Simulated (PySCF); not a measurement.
These are r2SCAN-D4/def2-TZVP // r2SCAN-D4/def2-SVP run with PySCF values and carry that method's errors. Gas-phase values, no solvent. One relaxed conformer stands for a flexible species; it need not be the lowest. Excitations are Tamm–Dancoff values on a coarser integration grid. The basis has no diffuse functions, so Rydberg states are missing or too high.

Reference species (SMILES): `[Si](N)(N)(N)N` (neutral, multiplicity 1).

| Quantity | Result |
|---|---|
| T1 excitation (TDA) | 6.04 eV |

Changed species: `CO[Si](N)(OC)OC` (3 of 4 NH2 replaced by OCH3; the reference has 0 of 4 NH2 replaced by OCH3).

Question: Give the shifts of the T1 excitation (TDA).

Answer: the T1 excitation (TDA) increases by 0.52 eV, to 6.56 eV.
